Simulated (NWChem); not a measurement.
System: C$_{3}$H$_{4}$O$_{3}$, triplet; SMILES of the neutral closed-shell parent O=C1OCCO1

Input file for NWChem:

```
start job
memory heap 200 mb stack 900 mb global 1100 mb
geometry units angstroms noautosym nocenter noautoz
  O      0.881186    -1.501577     0.000000
  C     -0.301009    -0.872251     0.000000
  O     -0.463320    -0.108518    -1.113822
  C     -0.100693     1.227984    -0.768129
  C     -0.100693     1.227984     0.768129
  O     -0.463320    -0.108518     1.113822
  H      0.887985     1.472981    -1.187239
  H     -0.849599     1.903097    -1.206942
  H     -0.849599     1.903097     1.206942
  H      0.887985     1.472981     1.187239
end
basis spherical
  * library 6-31g*
end
dft
  odft
  mult 3
  xc hfexch
  iterations 150
  mulliken
end
task dft energy
esp
  recalculate
  probe 0.07
  range 0.3
  factor 1.0
  spacing 0.02
end
task esp
```

NWChem printed, in part:

```
             Northwest Computational Chemistry Package (NWChem) 7.3.0
             --------------------------------------------------------

                             Geometry "geometry" -> ""
                             -------------------------

 Output coordinates in angstroms (scale by  1.889725989 to convert to a.u.)

  No.       Tag          Charge          X              Y              Z
 ---- ---------------- ---------- -------------- -------------- --------------
    1 O                    8.0000     0.88118600    -1.50157700     0.00000000
    2 C                    6.0000    -0.30100900    -0.87225100     0.00000000
    3 O                    8.0000    -0.46332000    -0.10851800    -1.11382200
    4 C                    6.0000    -0.10069300     1.22798400    -0.76812900
    5 C                    6.0000    -0.10069300     1.22798400     0.76812900
    6 O                    8.0000    -0.46332000    -0.10851800     1.11382200
    7 H                    1.0000     0.88798500     1.47298100    -1.18723900
    8 H                    1.0000    -0.84959900     1.90309700    -1.20694200
    9 H                    1.0000    -0.84959900     1.90309700     1.20694200
   10 H                    1.0000     0.88798500     1.47298100     1.18723900

 Effective nuclear repulsion energy (a.u.)     246.8310892322

  xc_inp: hfexch multiplicative factor not found.

                                 NWChem DFT Module
                                 -----------------

 Summary of "ao basis" -> "ao basis" (spherical)
 ------------------------------------------------------------------------------
       Tag                 Description            Shells   Functions and Types
 ---------------- ------------------------------  ------  ---------------------
 O                           6-31g*                  6       14   3s2p1d
 C                           6-31g*                  6       14   3s2p1d
 H                           6-31g*                  2        2   2s

            General Information
            -------------------
          SCF calculation type: DFT
          Wavefunction type:  spin polarized.
          No. of atoms     :    10
          No. of electrons :    46
           Alpha electrons :    24
            Beta electrons :    22
          Charge           :     0
          Spin multiplicity:     3
          Use of symmetry is: off; symmetry adaption is: off
          Maximum number of iterations: 150
          AO basis - number of functions:    92
                     number of shells:    44
          Convergence on energy requested:  1.00D-06
          Convergence on density requested:  1.00D-05
          Convergence on gradient requested:  5.00D-04

              XC Information
              --------------
                     Hartree-Fock (Exact) Exchange  1.000

      Superposition of Atomic Density Guess
      -------------------------------------

 Sum of atomic energies:        -339.23674930

      Non-variational initial energy
      ------------------------------

 Total energy =    -342.025043
 1-e energy   =    -954.114288
 2-e energy   =     365.258156
 HOMO         =      -0.310286
 LUMO         =      -0.077558

     ---------------------------------------------
      Total Density - Mulliken Population Analysis
     ---------------------------------------------

    Atom       Charge   Shell Charges
 -----------   ------   -------------------------------------------------------
    1 O    8     9.08   2.00  0.97  3.13  0.98  1.99  0.01
    2 C    6     5.04   2.00  0.67  1.42  0.36  0.47  0.12
    3 O    8     8.51   2.00  0.93  2.88  0.92  1.76  0.02
    4 C    6     5.94   2.00  0.70  1.73  0.58  0.88  0.05
    5 C    6     5.94   2.00  0.70  1.73  0.58  0.88  0.05
    6 O    8     8.51   2.00  0.93  2.88  0.92  1.76  0.02
    7 H    1     0.74   0.44  0.30
    8 H    1     0.74   0.44  0.30
    9 H    1     0.74   0.44  0.30
   10 H    1     0.74   0.44  0.30

     --------------------------------------------
      Spin Density - Mulliken Population Analysis
     --------------------------------------------

    Atom       Charge   Shell Charges
 -----------   ------   -------------------------------------------------------
    1 O    8     0.24   0.00  0.00  0.17 -0.01  0.06  0.00
    2 C    6     0.68   0.00  0.05  0.27  0.18  0.18  0.00
    3 O    8     0.23   0.00  0.01  0.16 -0.01  0.06  0.00
    4 C    6     0.15   0.00  0.00  0.09  0.00  0.05  0.01
    5 C    6     0.15   0.00  0.00  0.09  0.00  0.05  0.01
    6 O    8     0.23   0.00  0.01  0.16 -0.01  0.06  0.00
    7 H    1     0.08   0.05  0.04
    8 H    1     0.08   0.04  0.03
    9 H    1     0.08   0.04  0.03
   10 H    1     0.08   0.05  0.04

   convergence    iter        energy       DeltaE   RMS-Dens  Diis-err
 ---------------- ----- ----------------- --------- --------- ---------
 d= 0,ls=0.0,diis     1   -340.0251846778 -5.87D+02  7.42D-03  3.67D-01
                                                     8.95D-03  4.11D-01
 d= 0,ls=0.0,diis     2   -340.1558743275 -1.31D-01  5.03D-03  5.22D-01
                                                     3.01D-03  3.47D-01
 d= 0,ls=0.0,diis     3   -340.3322586538 -1.76D-01  2.30D-03  2.28D-02
                                                     2.52D-03  2.54D-02
 d= 0,ls=0.0,diis     4   -340.3767533756 -4.45D-02  1.32D-03  1.48D-02
                                                     1.42D-03  1.40D-02
 d= 0,ls=0.0,diis     5   -340.3952000124 -1.84D-02  1.11D-03  2.17D-03
                                                     1.55D-03  4.91D-03
  Resetting Diis
 d= 0,ls=0.0,diis     6   -340.4040453719 -8.85D-03  2.44D-04  2.29D-04
                                                     3.93D-04  5.12D-04
 d= 0,ls=0.0,diis     7   -340.4047088142 -6.63D-04  1.30D-04  1.19D-04
                                                     1.09D-04  1.05D-04
 d= 0,ls=0.0,diis     8   -340.4048216988 -1.13D-04  4.40D-05  2.42D-05
                                                     6.45D-05  5.76D-05
 d= 0,ls=0.0,diis     9   -340.4048585028 -3.68D-05  9.24D-05  1.46D-05
                                                     1.06D-04  1.48D-05
 d= 0,ls=0.0,diis    10   -340.4048883419 -2.98D-05  8.25D-06  2.57D-07
                                                     1.45D-05  1.62D-06
 d= 0,ls=0.0,diis    11   -340.4048892821 -9.40D-07  8.27D-06  3.06D-07
                                                     7.74D-06  1.76D-07

         Total DFT energy =     -340.404889282095
      One electron energy =     -955.739775421316
           Coulomb energy =      410.290947150356
    Exchange-Corr. energy =      -41.787150243333
 Nuclear repulsion energy =      246.831089232197

 Numeric. integr. density =        0.000000000000

                    DFT Final Alpha Molecular Orbital Analysis
                    ------------------------------------------

 Vector   22  Occ=1.000000D+00  E=-5.108056D-01
              MO Center= -6.3D-02, -1.3D-01,  2.6D-13, r^2= 2.9D+00
   Bfn.  Coefficient  Atom+Function         Bfn.  Coefficient  Atom+Function
  ----- ------------  ---------------      ----- ------------  ---------------
     4      0.344444   1 O  py               31     -0.311987   3 O  px
    73     -0.311987   6 O  px                8      0.257400   1 O  py
    35     -0.236628   3 O  px               77     -0.236628   6 O  px
    32      0.148874   3 O  py               74      0.148874   6 O  py
    18     -0.129027   2 C  py               45      0.115532   4 C  px

 Vector   23  Occ=1.000000D+00  E=-4.636022D-01
              MO Center= -2.0D-01,  6.4D-01, -2.7D-13, r^2= 2.9D+00
   Bfn.  Coefficient  Atom+Function         Bfn.  Coefficient  Atom+Function
  ----- ------------  ---------------      ----- ------------  ---------------
    31      0.332698   3 O  px               73     -0.332698   6 O  px
    35      0.273714   3 O  px               77     -0.273714   6 O  px
    45     -0.208387   4 C  px               59      0.208387   5 C  px
    85     -0.147099   7 H  s                91      0.147099  10 H  s
    86     -0.138285   7 H  s                92      0.138285  10 H  s

 Vector   24  Occ=1.000000D+00  E=-3.828924D-01
              MO Center= -2.9D-01, -8.3D-01, -4.2D-14, r^2= 1.9D+00
   Bfn.  Coefficient  Atom+Function         Bfn.  Coefficient  Atom+Function
  ----- ------------  ---------------      ----- ------------  ---------------
    20      0.503289   2 C  s                17     -0.360414   2 C  px
    18     -0.356077   2 C  py                3      0.272355   1 O  px
    22     -0.259192   2 C  py                7      0.256035   1 O  px
    31      0.191059   3 O  px               73      0.191059   6 O  px
    21     -0.184122   2 C  px               34     -0.172354   3 O  s

 Vector   25  Occ=0.000000D+00  E= 2.199946D-01
              MO Center= -9.0D-02,  1.6D+00, -2.7D-13, r^2= 4.3D+00
   Bfn.  Coefficient  Atom+Function         Bfn.  Coefficient  Atom+Function
  ----- ------------  ---------------      ----- ------------  ---------------
    48      1.125005   4 C  s                62      1.125005   5 C  s
    88     -0.995437   8 H  s                90     -0.995437   9 H  s
    86     -0.877322   7 H  s                92     -0.877322  10 H  s
    50      0.575654   4 C  py               64      0.575654   5 C  py
    51     -0.391403   4 C  pz               65      0.391403   5 C  pz

 Vector   26  Occ=0.000000D+00  E= 2.516245D-01
              MO Center=  2.5D-01,  1.6D+00,  2.0D-12, r^2= 4.2D+00
   Bfn.  Coefficient  Atom+Function         Bfn.  Coefficient  Atom+Function
  ----- ------------  ---------------      ----- ------------  ---------------
    86      1.128237   7 H  s                92      1.128237  10 H  s
    88     -0.901930   8 H  s                90     -0.901930   9 H  s
    49     -0.769958   4 C  px               63     -0.769958   5 C  px
    50      0.277265   4 C  py               64      0.277265   5 C  py
    48     -0.264943   4 C  s                62     -0.264943   5 C  s

 Vector   27  Occ=0.000000D+00  E= 2.790200D-01
              MO Center= -2.2D-01,  1.4D+00,  1.3D-12, r^2= 3.1D+00
   Bfn.  Coefficient  Atom+Function         Bfn.  Coefficient  Atom+Function
  ----- ------------  ---------------      ----- ------------  ---------------
    48      1.133003   4 C  s                62      1.133003   5 C  s
    34     -0.681996   3 O  s                76     -0.681996   6 O  s
    50     -0.588247   4 C  py               64     -0.588247   5 C  py
    36     -0.569048   3 O  py               78     -0.569048   6 O  py
    88     -0.532587   8 H  s                90     -0.532587   9 H  s

                     DFT Final Beta Molecular Orbital Analysis
                     -----------------------------------------

 Vector   20  Occ=1.000000D+00  E=-5.174793D-01
              MO Center= -5.2D-02,  5.7D-01,  8.8D-16, r^2= 2.6D+00
   Bfn.  Coefficient  Atom+Function         Bfn.  Coefficient  Atom+Function
  ----- ------------  ---------------      ----- ------------  ---------------
    47      0.333598   4 C  pz               61     -0.333598   5 C  pz
    33     -0.194172   3 O  pz               75      0.194172   6 O  pz
    37     -0.170276   3 O  pz               79      0.170276   6 O  pz
    51      0.157547   4 C  pz               65     -0.157547   5 C  pz
     4      0.146198   1 O  py               32     -0.143286   3 O  py

 Vector   21  Occ=1.000000D+00  E=-4.754444D-01
              MO Center=  7.1D-02, -4.7D-01,  8.3D-13, r^2= 2.8D+00
   Bfn.  Coefficient  Atom+Function         Bfn.  Coefficient  Atom+Function
  ----- ------------  ---------------      ----- ------------  ---------------
     4      0.417999   1 O  py                8      0.331342   1 O  py
    31     -0.323922   3 O  px               73     -0.323922   6 O  px
    35     -0.256033   3 O  px               77     -0.256033   6 O  px
    45      0.091886   4 C  px               59      0.091886   5 C  px
    32      0.080338   3 O  py               74      0.080338   6 O  py

 Vector   22  Occ=1.000000D+00  E=-4.592098D-01
              MO Center= -2.2D-01,  6.0D-01, -9.0D-13, r^2= 2.9D+00
   Bfn.  Coefficient  Atom+Function         Bfn.  Coefficient  Atom+Function
  ----- ------------  ---------------      ----- ------------  ---------------
    31      0.333016   3 O  px               73     -0.333016   6 O  px
    35      0.281912   3 O  px               77     -0.281912   6 O  px
    45     -0.204161   4 C  px               59      0.204161   5 C  px
    85     -0.147648   7 H  s                91      0.147648  10 H  s
    86     -0.136414   7 H  s                92      0.136414  10 H  s

 Vector   23  Occ=0.000000D+00  E= 9.156164D-02
              MO Center=  6.9D-01, -1.3D+00,  1.2D-17, r^2= 1.3D+00
   Bfn.  Coefficient  Atom+Function         Bfn.  Coefficient  Atom+Function
  ----- ------------  ---------------      ----- ------------  ---------------
     9      0.536916   1 O  pz                5      0.478300   1 O  pz
    23      0.302732   2 C  pz               34      0.277685   3 O  s
    76     -0.277685   6 O  s                36     -0.101390   3 O  py
    78      0.101390   6 O  py               31      0.092996   3 O  px
    73     -0.092996   6 O  px               50      0.091588   4 C  py

 Vector   24  Occ=0.000000D+00  E= 1.538274D-01
              MO Center= -4.2D-01, -6.9D-01, -2.2D-14, r^2= 2.7D+00
   Bfn.  Coefficient  Atom+Function         Bfn.  Coefficient  Atom+Function
  ----- ------------  ---------------      ----- ------------  ---------------
    22      0.452700   2 C  py               48     -0.393663   4 C  s
    62     -0.393663   5 C  s                20     -0.387255   2 C  s
    21      0.351932   2 C  px               34      0.347628   3 O  s
    76      0.347628   6 O  s                50      0.307490   4 C  py
    64      0.307490   5 C  py               17      0.278623   2 C  px

[...]

                     NWChem Electrostatic Potential Fit Module
                     -----------------------------------------

 Atom parameters

 Number of atoms is                                   10
 Number of basis functions is                         92

 Grid parameters

 Maximum number of grid points is                  37008
 Number of grid points is                          37007
 Grid range                                     0.300000 nm
 Grid spacing                                   0.020000 nm
 Probe radius                                   0.070000 nm
 Atom radius factor                             1.000000

 Atomic radii

    1    0.100000
    6    0.147000
    8    0.136000
 FASTESP  F
  using M.O. file = ./job.movecs

    Atom              Coordinates                           Charge

                                                  ESP

    1 O     0.088119   -0.150158    0.000000   -0.167237
    2 C    -0.030101   -0.087225    0.000000    0.397632
    3 O    -0.046332   -0.010852   -0.111382   -0.399710
    4 C    -0.010069    0.122798   -0.076813    0.302945
    5 C    -0.010069    0.122798    0.076813    0.304243
    6 O    -0.046332   -0.010852    0.111382   -0.399374
    7 H     0.088799    0.147298   -0.118724   -0.004728
    8 H    -0.084960    0.190310   -0.120694   -0.014031
    9 H    -0.084960    0.190310    0.120694   -0.014278
   10 H     0.088799    0.147298    0.118724   -0.005462
                                            ------------
                                               -0.000000

 Dipole moment                                  1.266428

 Quadrupole moment Qxx                         -1.642211
                   Qyy                          7.835156
                   Qzz                         -6.192945

 RMS deviation kJ/mol                           0.089995

 RRMS %                                        32.012217
```

Level: UHF/6-31G* (spherical d). In the optimisation the excess spin sits in a' and a" (Cs, its own frame). Structure relaxed at the PBE0/def2-SVP, spin-unrestricted level. Not confirmed as a minimum by frequencies. This spin state was assumed; another may lie lower. No stability test was run on the SCF state.
